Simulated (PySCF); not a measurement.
CH8FNSi2, SMILES N[SiH2][SiH2]CF.

Geometry: PBE0-D3(BJ)/def2-SVP. The structure was generated by enumeration, and PubChem lists no compound with its InChIKey, so it may never have been made. One conformer was computed; it need not be the lowest.

Two levels are set side by side: TDDFT-PBE/def2-SVPD (PySCF) and TDDFT-PBE0/def2-SVPD (PySCF). Vertical, same geometry. The lowest singlet is HOMO→LUMO 98 % with PBE and HOMO→LUMO 97 % with the other functional; states are paired by order. Differences are taken from unrounded values.

| quantity | TDDFT-PBE0 |
|---|---|
| lowest singlet excitation (eV) | 5.41 |
| lowest triplet excitation (TDA) (eV) | 4.89 |
| first bright state (f over 0.05) (eV) | 6.44 |
| its oscillator strength | 0.07 |

Task: What does TDDFT-PBE give, and how far is it from TDDFT-PBE0? (An estimate is asked for; the answer gives what the named calculation found.)

Result: 
```
quantity                               TDDFT-PBE  TDDFT-PBE minus TDDFT-PBE0
-------------------------------------  ---------  --------------------------
lowest singlet excitation (eV)              4.78                       -0.62
lowest triplet excitation (TDA) (eV)        4.40                       -0.49
first bright state (f over 0.05) (eV)       5.60                       -0.84
its oscillator strength                     0.06                       -0.01
```

Functionals without exact exchange tend to place singlet excitations lower, as here. Differences between two approximate levels are no errors against the true value.

Rough cost on one machine, each run with all the roots and properties that it gave: TDDFT-PBE0 against TDDFT-PBE about 3 times.
